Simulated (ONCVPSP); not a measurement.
PBE ONCV dataset for Ba, scalar-relativistic all-electron reference.

- Element: barium
- Generator: ONCVPSP 4.0.1
- Type: optimised norm-conserving Vanderbilt (ONCV)
- Functional: PBE
- Relativity: scalar-relativistic
- Frozen core: [Kr] 4d10
- Valence charge: 10
- Reference configuration: 5s2 5p6 6s0.5 (charge +1.5)
- Partial waves: 5s+6s: rc 2.45 bohr, ncon 4, nbas 8, qcut 6.4 1/bohr, 2 projectors; 5p: rc 2.70 bohr, ncon 3, nbas 7, qcut 5.5 1/bohr, 2 projectors, debl 0.3 Ha; d scattering state at 0.23 Ha: rc 2.35 bohr, ncon 4, nbas 7, qcut 4.4 1/bohr, 2 projectors, debl 0.9 Ha
- Local potential: polynomial inside 1.85 bohr (lpopt 5, dvloc0 2 Ha)
- Core correction: none

In the p channel the program set the typed energies aside and used -1.012, 0.250 Ha. In the d channel the program set the typed energies aside and used 0.050, 0.950 Ha.

All-electron outer shells of the reference configuration (PBE, scalar-relativistic, ld1.x):

```csv
shell,level (eV),outermost node (bohr),outermost maximum (bohr)
5s,-42.55,0.80,1.47
5p,-27.53,0.86,1.67
6s,-9.96,1.94,3.71
```

Results:

- Cutoffs needed: 11 Ha and 13 Ha (the cutoffs (Ha) at which the residual kinetic energy of the hardest occupied pseudo-wave falls to 1 and 0.1 mHa per electron)
- Ghost test: no bound ghost flagged; GHOST(+) flagged for s at 173.1 eV
- Largest excitation error: -33 meV (all-electron minus pseudo) for 5s2 5p5 6s2, out of 4 test configurations

Generation and tests took about 3.9 s on one core of a shared server CPU.
